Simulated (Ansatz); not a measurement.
Gas-phase electronic energies from Ansatz, PBE0-D4/def2-TZVP geometries. CBS: def2 TZ/QZ extrapolation, frozen cores. DFT in def2-TZVPP. Triplets are unrestricted, without spin–orbit coupling.

`[CH3][AlH][C]#N` → `N#[C][AlH2]` + `[CH2]` (triplet)  (formal loss of a carbene)

`[CH3][AlH][C]#N`:

Cartesian coordinates in Å:
```
C -0.614 -0.685 -0.907
Al 0.182 0.781 0.075
C 1.032 0.391 1.780
N 1.534 0.144 2.790
H -1.684 -0.511 -1.059
H -0.170 -0.769 -1.905
H -0.494 -1.643 -0.399
H 0.214 2.292 -0.374
```

`N#[C][AlH2]`:

```xyz
5

N     0.753    0.682   -2.143
C     0.387    0.350   -1.100
Al   -0.229   -0.207    0.651
H     0.481   -1.455    1.293
H    -1.392    0.631    1.298
```

`[CH2]` (triplet):

Z-matrix (Å, degrees):
```
C
H 1 1.079
H 1 1.079 2 134.9
```

```
       level  ΔE (kJ/mol)
  r2SCAN0-D4        461.8
MP2/def2-SVP        467.3
```

(1) What does CCSD(T)/CBS give? (Best estimate.)

Largest T1 diagnostic among the species: 0.013.

Answers

(1) Ansatz gave: +484.4 kJ/mol. The listed levels differ from it by -22.6, -17.1 kJ/mol.

At CCSD(T), def2-SVP lies −29.0 kJ/mol from the extrapolated value and def2-TZVPP −12.1 kJ/mol. The D4 term adds +7.1 kJ/mol with B3LYP and +3.8 kJ/mol with PBE0; it sums over pairs of atoms, weighted by their polarisabilities, and B3LYP, whose exchange is more repulsive, gets the larger term.

B3LYP here is the variant with VWN-RPA as its local correlation; programs differ in this.
